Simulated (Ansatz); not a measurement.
C2HO, SMILES `C#C[O+]` (lower triplet) (charge 1, multiplicity 3). This triplet lies 1.10 eV below the relaxed singlet at the level B3LYP/cc-pVTZ // B3LYP-D3(BJ)/def2-TZVP (Ansatz, an electronic-structure program).

Level of theory: frozen-core CCSDT(Q)/cc-pVDZ // B3LYP-D3(BJ)/def2-TZVP run with Ansatz.

Ansatz 0.2 input:
```yaml
crystal:
  periodic: [false, false, false]
  atoms:
    - { symbol: C, position_ang: [-0.665598, -0.032047, -0.07108] }
    - { symbol: C, position_ang: [0.635794, 0.028816, 0.069467] }
    - { symbol: O, position_ang: [1.768286, 0.082312, 0.1924] }
    - { symbol: H, position_ang: [-1.73848, -0.079081, -0.190787] }
basis:
  gaussian: { orbitals: cc-pVDZ }
correlation:
  method: ccsdt_q
total_charge: 1
magnetization:
  spin_polarized: true
  initial_magnetization: 2
```

Output:

```
Functional definition: HF
799 factors; integrals over basis functions are off by at most 1.6e-7 eV
mean field evaluation 1: about -4097.5286 eV, gradient 3.3e1 eV
mean field evaluation 2: about -4097.5330 eV, gradient 3.3e1 eV
mean field evaluation 4: about -4102.8263 eV, gradient 4.3e0 eV
mean field evaluation 8: about -4103.1504 eV, gradient 4.5e-1 eV
mean field evaluation 16: about -4098.7345 eV, gradient 3.3e1 eV
mean field evaluation 32: about -4102.3872 eV, gradient 6.8e0 eV
mean field evaluation 64: about -4098.0942 eV, gradient 1.3e-1 eV
mean field -4103.15946892 eV, -150.7883292615 hartree, gradient 5.8e-6 eV, S^2 2.152448; 2 other end points of the search recorded, 0 dependent functions left out
3 core orbitals not correlated
reference -4103.15946892 eV, -150.7883292615 hartree; 8, 6 occupied and 36, 38 virtual orbitals, 799 factors
second order -9.78205573 eV of doubles, -0.00000000 eV of singles
cycle   1  -9.92587307 eV  change   -1.4e-1 eV  update   1.1e-1
cycle   2  -10.48881727 eV  change   -5.6e-1 eV  update   5.9e-2
cycle   3  -10.93761564 eV  change   -4.5e-1 eV  update   3.4e-2
cycle   4  -10.95169476 eV  change   -1.4e-2 eV  update   1.4e-2
cycle   5  -10.93055013 eV  change    2.1e-2 eV  update   7.3e-3
cycle   6  -10.93738294 eV  change   -6.8e-3 eV  update   2.5e-3
cycle   7  -10.94127588 eV  change   -3.9e-3 eV  update   1.3e-3
cycle   8  -10.94032191 eV  change    9.5e-4 eV  update   5.7e-4
cycle   9  -10.94019110 eV  change    1.3e-4 eV  update   3.2e-4
cycle  10  -10.94050714 eV  change   -3.2e-4 eV  update   1.3e-4
cycle  11  -10.94045466 eV  change    5.2e-5 eV  update   7.9e-5
cycle  12  -10.94050255 eV  change   -4.8e-5 eV  update   4.5e-5
cycle  13  -10.94054476 eV  change   -4.2e-5 eV  update   2.1e-5
cycle  14  -10.94053345 eV  change    1.1e-5 eV  update   1.0e-5
cycle  15  -10.94053387 eV  change   -4.2e-7 eV  update   5.4e-6
cycle  16  -10.94054384 eV  change   -1.0e-5 eV  update   3.1e-6
cycle  17  -10.94054593 eV  change   -2.1e-6 eV  update   1.6e-6
cycle  18  -10.94054761 eV  change   -1.7e-6 eV  update   7.5e-7
cycle  19  -10.94054841 eV  change   -8.0e-7 eV  update   4.1e-7
perturbative correction -0.04735736 eV, -0.0017403509 hartree
Total energy: -4114.14737470 eV, -151.1921273508 hartree
```
